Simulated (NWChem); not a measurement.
# TeIBr; SMILES Br[Te]I

All runs: NWChem. Geometry: optimised at PBE0/def2-SVP. Not confirmed as a minimum by frequencies. def2 effective core potentials on Te, I; no spin-orbit coupling. Ions are spin-unrestricted doublets at the neutral geometry; other ion states weren't tried.

For level CAM-B3LYP/def2-SVP:

| Item | Result |
|---|---|
| vertical ionisation energy, ΔSCF (eV) | 8.54 |
| −ε(HOMO) (eV) | 7.61 |

### Question
Estimate the same quantities for level PBE/def2-SVP.

### Answer
The vertical ionisation energy, ΔSCF (eV) is 8.08 and the −ε(HOMO) (eV) is 5.29.
